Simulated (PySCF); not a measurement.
# Diatomic cations of I with group 14

PBE with triple-zeta basis sets in PySCF, for the lowest determinant that a PBE0 search found; no spin–orbit coupling. De refers to high-spin ground-configuration atoms (the charge goes to the atom of lower measured ionisation energy or higher electron affinity, which is not always the lowest computed limit). A positive dipole points towards I; it is taken about the centre of mass and depends on that origin.

| M | basis | charged atom | state (unpaired electrons) | Re (Å) | ωe (cm⁻¹) | De (eV) | μ (D) |
| --- | --- | --- | --- | --- | --- | --- | --- |
| Si | def2-TZVPPD | Si+ | singlet (closed shell) | 2.340 | 434 | 4.57 | -4.54 |
| Sn | def2-TZVPPD | Sn+ | singlet (closed shell) | 2.620 | 230 | 3.79 | -3.81 |

(1) The row for M = Ge is missing. Estimate Re, ωe and De as the mean of the rows for Si and Sn, and compare with the calculation.

Spin–orbit coupling is left out, which matters for elements this heavy, above all for dissociation energies. For an ion De counts to the pair picked by the measured ionisation energies or electron affinities, which need not be the lowest pair at this level.

Results:

(1) The means are 2.480 Å, 332 cm⁻¹ and 4.18 eV. PBE in def2-TZVPPD gives GeI⁺ as a singlet (closed shell) with Re = 2.424 Å, ωe = 291 cm⁻¹, De = 4.26 eV, so the estimate is off by +5.6 pm, +14 % and -0.08 eV.
